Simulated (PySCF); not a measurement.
Cl2Ge, SMILES [Cl][Ge][Cl] (connectivity only; charge and spin as stated), charge +1, multiplicity 2.

The structure is a stationary point at PBE0-D3(BJ)/def2-TZVP. The spin state was assumed, not searched. The isomer is the one that the SMILES or the coordinates give; other isomers of the formula were not compared.

Two levels are set side by side: PBE/def2-TZVPD (PySCF) and ωB97X/def2-TZVPD (PySCF). Same geometry, gas phase. Differences are taken from unrounded values.

```csv
quantity,ωB97X,PBE,PBE minus ωB97X
α-spin orbital gap (eV),9.65,3.35,-6.30
β-spin orbital gap (eV),8.20,1.92,-6.28
mean polarisability (bohr³),50.7,52.5,1.8
```

Loosely held outer electrons make PBE densities more polarisable. Differences between two approximate levels are no errors against the true value.

Rough cost on one machine, each run with all the roots and properties that it gave: ωB97X against PBE within a factor of 2.
